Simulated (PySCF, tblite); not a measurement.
**Isomers of C34**

All values: TDDFT PBE0/6-31G*, gas phase, PySCF SCF with an in-house response code, fitting set def2-universal-JFIT up to Ne and JKFIT beyond, grid level 1 (kernel 0), vertical, one conformer each, geometries GFN2-xTB; core orbitals frozen in the response, virtual orbitals above 1.5 Eh left out. The lowest 6 singlets were sought, and the brightest is taken among them. The runs took 6 to 20 CPU minutes each on shared server CPUs. Energies are electronic, without zero-point or thermal terms, against the lowest isomer listed.

Some members have small gaps, where a closed-shell solution may not be the ground state.

Problem. Rank these isomers by DFT energy, most stable first.
A. C34:1 fullerene, spiral 1 2 3 4 5 7 13 15 16 17 18 19
B. C34:4 fullerene, spiral 1 2 3 4 7 11 12 13 15 16 17 19
C. C34:5 fullerene, spiral 1 2 3 5 7 10 11 13 15 16 18 19
D. C34:3 fullerene, spiral 1 2 3 4 7 10 11 13 15 17 18 19

Solution. C (0.0 kcal/mol), B (15.5 kcal/mol), D (32.1 kcal/mol), A (83.9 kcal/mol).

Problem. Give energies, gaps and lowest singlets for all.

Solution. 
| isomer | DFT energy / kcal/mol | GFN2-xTB energy / kcal/mol | HOMO-LUMO gap / eV | S1 / eV | f(S1) |
| --- | --- | --- | --- | --- | --- |
| C34:4 fullerene, spiral 1 2 3 4 7 11 12 13 15 16 17 19 | 15.5 | 14.3 | 1.86 | 0.91 | 0.000 |
| C34:5 fullerene, spiral 1 2 3 5 7 10 11 13 15 16 18 19 | 0.0 | 0.0 | 1.50 | 0.57 | 0.001 |
| C34:1 fullerene, spiral 1 2 3 4 5 7 13 15 16 17 18 19 | 83.9 | 76.6 | 1.42 | 0.44 | 0.000 |
| C34:3 fullerene, spiral 1 2 3 4 7 10 11 13 15 17 18 19 | 32.1 | 31.0 | 1.47 | 0.49 | 0.000 |
